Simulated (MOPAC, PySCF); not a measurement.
CHB₂N, SMILES `N=c1bb1`, neutral singlet in the gas phase. 

Cartesian coordinates (Å):
SMILES: N=c1bb1
```xyz
5

N      1.0783    -0.2334     0.4670
C     -0.0885    -0.0656     0.0816
B     -1.3535    -0.5749    -0.6848
B     -1.4655     0.6674     0.1908
H      1.8292     0.2064    -0.0545
```
Charge 0, multiplicity 1.

All levels are single points at this geometry (PBE0-D3(BJ)/def2-TZVP); Pople sets use spherical d functions. Orbital energies aren't observables, and empty levels follow the basis.

PM6 in MOPAC gives HOMO (eV) = -8.22.

Task: Estimate the HOMO (eV) from each of these levels: PBE-D3(BJ)/def2-TZVP in PySCF; ωB97X-D3(BJ)/def2-TZVP in PySCF; B3LYP/6-31G* in PySCF; BP86/6-31G* in PySCF; M06-2X/6-31G* in PySCF; PBE/6-31G* in PySCF; HF/3-21G in PySCF; HF/6-31G* in PySCF; HF/STO-3G in PySCF; AM1 in MOPAC; PM3 in MOPAC; PM7 in MOPAC.

Result: 
| level | HOMO (eV) |
|---|---|
| PBE-D3(BJ)/def2-TZVP in PySCF | -6.25 |
| ωB97X-D3(BJ)/def2-TZVP in PySCF | -9.32 |
| B3LYP/6-31G* in PySCF | -6.77 |
| BP86/6-31G* in PySCF | -6.04 |
| M06-2X/6-31G* in PySCF | -7.95 |
| PBE/6-31G* in PySCF | -5.94 |
| HF/3-21G in PySCF | -8.75 |
| HF/6-31G* in PySCF | -8.87 |
| HF/STO-3G in PySCF | -6.09 |
| AM1 in MOPAC | -8.10 |
| PM3 in MOPAC | -9.35 |
| PM7 in MOPAC | -9.06 |
